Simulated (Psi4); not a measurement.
germylsilane (H6GeSi), singlet, geometry from GFN2-xTB.

Here is a job for Psi4.
```
memory 2 GB

molecule mol {
0 1
Si   -1.567041    0.166939    0.037590
Ge    0.749571   -0.079853   -0.017980
H    -2.146440   -0.688106    1.073906
H    -1.925321    1.555707    0.326932
H    -2.150726   -0.204709   -1.251576
H     1.245743   -1.412990   -0.497010
H     1.480930    0.886275   -0.903769
H     1.448124    0.081968    1.300636
}

set {
  basis sto-3g
  reference rhf
}

energy('scf')
print_variables()
```

What is the computed nuclear repulsion energy (HF/STO-3G in Psi4)?

176.2205 Eh

What number of basis functions does HF/STO-3G give?

33

What is the computed total energy (HF/STO-3G)?

-2340.873986 Ha

What is the computed dipole moment (HF/STO-3G)?

0.71 D
